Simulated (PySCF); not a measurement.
# A small calculation by hand: dipole moment from atomic charges

CH4FGaO2, SMILES C[O][Ga]([OH])[F]. Atoms are numbered in the order given.

```xyz
9

Ga     0.0500     0.2980     0.1876
F      0.9432     1.7891     0.3190
O     -1.1787    -0.0940     1.3988
H     -1.2691     0.5814     2.0799
O      0.4132    -0.7696    -1.1607
C     -0.2358    -1.9958    -1.3822
H     -0.7440    -1.9812    -2.3618
H      0.5051    -2.8136    -1.4015
H     -0.9906    -2.2423    -0.6141
```
Charge 0, spin multiplicity 1.

Geometry optimised at PBE0-D3(BJ)/def2-SVP. The structure was generated by enumeration; whether it is a known compound was not checked. One conformer was computed; it need not be the lowest.

Charges (e) from r2SCAN/def2-TZVP (PySCF):

```json
[
 {"atom": "Ga1", "ESP fit": "1.065", "Mulliken": "0.776"},
 {"atom": "F2", "ESP fit": "-0.437", "Mulliken": "-0.369"},
 {"atom": "O3", "ESP fit": "-0.719", "Mulliken": "-0.538"},
 {"atom": "H4", "ESP fit": "0.386", "Mulliken": "0.324"},
 {"atom": "O5", "ESP fit": "-0.449", "Mulliken": "-0.376"},
 {"atom": "C6", "ESP fit": "-0.103", "Mulliken": "-0.137"},
 {"atom": "H7", "ESP fit": "0.089", "Mulliken": "0.103"},
 {"atom": "H8", "ESP fit": "0.090", "Mulliken": "0.104"},
 {"atom": "H9", "ESP fit": "0.077", "Mulliken": "0.113"}
]
```

The dipole moment of the full density is 1.69 D.

Q: What dipole moment does each set of point charges give, and which comes closer to that of the density?

A: 
μ = Σ q r, and 1 e Å = 4.8032 D.
ESP fit: Σ q r = (-0.260, -0.224, 0.137) e Å, |μ| = 1.77 D.
Mulliken: Σ q r = (-0.345, -0.377, 0.117) e Å, |μ| = 2.52 D.
ESP fit comes closer in size. Point charges leave out the atoms' own dipoles (lone pairs, polarised bonds); fits to the potential absorb them, partitions of the density don't.
